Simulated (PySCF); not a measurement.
ClH3OS2Si, SMILES O[Si](S)(S)Cl. Atoms are numbered in the order given.

```xyz
8

O     -0.2219     0.1877     1.9175
Si    -0.0327     0.0290     0.2658
S      0.1713     1.8461    -0.8482
S      1.7304    -1.1471     0.0172
Cl    -1.7616    -0.8215    -0.5237
H     -1.0921     0.5346     2.1890
H      1.3405     2.1727    -0.2253
H      1.5053    -1.8337     1.1745
```
Charge 0, spin multiplicity 1.

Geometry optimised at PBE-D3(BJ)/def2-SVP. The structure was generated by enumeration, and PubChem lists no compound with its InChIKey, so it may never have been made. Other conformers were not sampled.

Computed with PBE-D3(BJ)/def2-SVP run with PySCF.

Frequencies are harmonic and unscaled.

```json
[
 {"mode": "1", "ν (cm⁻¹)": "114", "IR (km/mol)": "11.4", "moving atoms (share of kinetic energy)": "S 52 %, H 16 %, Cl 16 %, O 14 %"},
 {"mode": "2", "ν (cm⁻¹)": "125", "IR (km/mol)": "5.0", "moving atoms (share of kinetic energy)": "S 35 %, H 25 %, Cl 23 %, O 14 %"},
 {"mode": "3", "ν (cm⁻¹)": "176", "IR (km/mol)": "3.6", "moving atoms (share of kinetic energy)": "H 46 %, S 23 %, Cl 17 %, Si 10 %"},
 {"mode": "4", "ν (cm⁻¹)": "203", "IR (km/mol)": "13.7", "moving atoms (share of kinetic energy)": "H 36 %, S 24 %, Si 17 %, Cl 13 %, O 10 %"},
 {"mode": "5", "ν (cm⁻¹)": "212", "IR (km/mol)": "4.5", "moving atoms (share of kinetic energy)": "H 36 %, S 21 %, Cl 19 %, Si 13 %, O 12 %"},
 {"mode": "6", "ν (cm⁻¹)": "257", "IR (km/mol)": "15.9", "moving atoms (share of kinetic energy)": "O 42 %, S 29 %, H 21 %"},
 {"mode": "7", "ν (cm⁻¹)": "262", "IR (km/mol)": "26.0", "moving atoms (share of kinetic energy)": "H 82 %, S 9 %"},
 {"mode": "8", "ν (cm⁻¹)": "304", "IR (km/mol)": "85.7", "moving atoms (share of kinetic energy)": "H 52 %, O 34 %"},
 {"mode": "9", "ν (cm⁻¹)": "415", "IR (km/mol)": "7.1", "moving atoms (share of kinetic energy)": "S 49 %, Cl 22 %, Si 12 %, O 12 %"},
 {"mode": "10", "ν (cm⁻¹)": "559", "IR (km/mol)": "164.6", "moving atoms (share of kinetic energy)": "Si 61 %, Cl 20 %, S 15 %"},
 {"mode": "11", "ν (cm⁻¹)": "567", "IR (km/mol)": "119.4", "moving atoms (share of kinetic energy)": "Si 58 %, S 26 %, H 12 %"},
 {"mode": "12", "ν (cm⁻¹)": "700", "IR (km/mol)": "21.7", "moving atoms (share of kinetic energy)": "H 83 %, O 9 %"},
 {"mode": "13", "ν (cm⁻¹)": "727", "IR (km/mol)": "13.6", "moving atoms (share of kinetic energy)": "H 86 %"},
 {"mode": "14", "ν (cm⁻¹)": "825", "IR (km/mol)": "253.9", "moving atoms (share of kinetic energy)": "H 59 %, O 26 %, Si 14 %"},
 {"mode": "15", "ν (cm⁻¹)": "898", "IR (km/mol)": "38.8", "moving atoms (share of kinetic energy)": "Si 37 %, O 34 %, H 29 %"},
 {"mode": "16", "ν (cm⁻¹)": "2607", "IR (km/mol)": "0.4", "moving atoms (share of kinetic energy)": "H 97 %"},
 {"mode": "17", "ν (cm⁻¹)": "2609", "IR (km/mol)": "0.6", "moving atoms (share of kinetic energy)": "H 97 %"},
 {"mode": "18", "ν (cm⁻¹)": "3735", "IR (km/mol)": "89.6", "moving atoms (share of kinetic energy)": "H 94 %"}
]
```
